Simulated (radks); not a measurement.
Results of a calculation; reference values are marked as such.
Valence configurations of W III (all share [Xe]). Code: a radial shooting solver on a logarithmic mesh with Libxc functionals. Model: scalar-relativistic Kohn-Sham, r2SCAN, spin-polarised, spherical densities, finite nucleus; open shells are filled with parallel spins first (spin-orbit coupling, left out, can overturn this in heavy ions); meta-GGA in the generalised Kohn-Sham scheme; Fermi nuclear charge, rms radius 5.3658 fm. Energies are relative to 4f14 5d4; eigenvalues in eV for spin up.

[
 {"valence": "4f14 5d4", "E (eV)": "0.000", "moment (Bohr magnetons)": "4", "e(4f)": "-49.500", "e(5d)": "-21.115", "e(6p)": "-", "e(6s)": "-"},
 {"valence": "4f14 5d3.5 6s0.5", "E (eV)": "0.727", "moment (Bohr magnetons)": "4", "e(4f)": "-51.195", "e(5d)": "-22.209", "e(6p)": "-", "e(6s)": "-20.690"},
 {"valence": "4f14 5d3 6s1", "E (eV)": "1.510", "moment (Bohr magnetons)": "4", "e(4f)": "-52.903", "e(5d)": "-23.276", "e(6p)": "-", "e(6s)": "-21.666"},
 {"valence": "4f14 5d3.5 6p0.5", "E (eV)": "4.241", "moment (Bohr magnetons)": "4", "e(4f)": "-51.936", "e(5d)": "-22.756", "e(6p)": "-14.012", "e(6s)": "-"},
 {"valence": "4f14 5d3 6p1", "E (eV)": "8.750", "moment (Bohr magnetons)": "4", "e(4f)": "-54.367", "e(5d)": "-24.343", "e(6p)": "-15.061", "e(6s)": "-"},
 {"valence": "4f13.5 5d4.5", "E (eV)": "14.799", "moment (Bohr magnetons)": "5", "e(4f)": "-54.423", "e(5d)": "-22.061", "e(6p)": "-", "e(6s)": "-"},
 {"valence": "4f14 5d2 6p2", "E (eV)": "18.610", "moment (Bohr magnetons)": "4", "e(4f)": "-59.232", "e(5d)": "-27.391", "e(6p)": "-16.919", "e(6s)": "-"},
 {"valence": "4f13 5d5", "E (eV)": "31.242", "moment (Bohr magnetons)": "6", "e(4f)": "-59.462", "e(5d)": "-22.990", "e(6p)": "-", "e(6s)": "-"},
 {"valence": "4f13 5d4 6s1", "E (eV)": "34.045", "moment (Bohr magnetons)": "6", "e(4f)": "-63.080", "e(5d)": "-25.310", "e(6p)": "-", "e(6s)": "-22.324"},
 {"valence": "4f12 5d6", "E (eV)": "74.124", "moment (Bohr magnetons)": "6", "e(4f)": "-70.169", "e(5d)": "-24.369", "e(6p)": "-", "e(6s)": "-"}
]

NIST lists [Xe] 4f14 5d4 as the ground configuration; this level of theory agrees among the configurations tried. The energies are those of spherical high-spin densities, not of single terms.
